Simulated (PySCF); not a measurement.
# Correlation energy of Cl²⁺ (chlorine, charge +2)

[Ne] 3s2 3p3, high-spin 4S determinant. Computed with PySCF 2.14 in def2-SVP (4s3p1d, 18 functions), with no relativity, point nucleus. Frozen: [Ne]; 5 electrons correlated.

MP2 pair energies summed by pair of shells (mhartree):

```tsv
pair	energy	share (%)
3s-3p	-47.18	65.0
3p-3p	-17.72	24.4
3s-3s	-7.69	10.6
```

Total MP2 correlation energy: -72.58 mhartree.

Same-spin part -19.41 and opposite-spin part -53.18 mhartree; SCS-MP2 scales them by 1/3 and 6/5 to -70.28 mhartree.

```csv
level,correlation energy (mhartree)
CCSD,-91.68
(T),-0.86
CCSD(T),-92.54
```

Diagnostics: T1 = 0.0019, D1 = 0.0051, largest double amplitude 0.061.

Cost of the coupled-cluster step: 0.1 s of wall time on 1 thread of Intel(R) Xeon(R) Platinum 8259CL CPU @ 2.50GHz (shared host), for 5 correlated electrons.

Iterations:

```
CC2 = 0
CCSD nocc = (np.int64(4), np.int64(1)), nmo = (13, 13)
frozen orbitals [[0, 1, 2, 3, 4], [0, 1, 2, 3, 4]]
max_cycle = 100
direct = 0
conv_tol = 1e-08
conv_tol_normt = 1e-06
diis_space = 8
diis_start_cycle = 0
Init t2, MP2 energy = -0.0725817438274209
Init E_corr(UCCSD) = -0.0725817438277229
cycle = 1  E_corr(UCCSD) = -0.0875082527346409  dE = -0.0149265089  norm(t1,t2) = 0.0360662
cycle = 2  E_corr(UCCSD) = -0.0906243236246776  dE = -0.00311607089  norm(t1,t2) = 0.00957315
cycle = 3  E_corr(UCCSD) = -0.0917007893855689  dE = -0.00107646576  norm(t1,t2) = 0.00308115
cycle = 4  E_corr(UCCSD) = -0.0916813115479697  dE = 1.94778376e-05  norm(t1,t2) = 0.000289998
cycle = 5  E_corr(UCCSD) = -0.0916820840114927  dE = -7.72463523e-07  norm(t1,t2) = 2.85355e-05
cycle = 6  E_corr(UCCSD) = -0.0916817328583714  dE = 3.51153121e-07  norm(t1,t2) = 5.86819e-06
cycle = 7  E_corr(UCCSD) = -0.0916819059246936  dE = -1.73066322e-07  norm(t1,t2) = 4.52005e-07
cycle = 8  E_corr(UCCSD) = -0.0916818847660563  dE = 2.11586373e-08  norm(t1,t2) = 8.57129e-08
cycle = 9  E_corr(UCCSD) = -0.0916818792606102  dE = 5.50544615e-09  norm(t1,t2) = 3.58039e-08
UCCSD converged
E(UCCSD) = -458.1424764363205  E_corr = -0.09168187926061015
UCCSD(T) correction = -0.000855620562920695
```
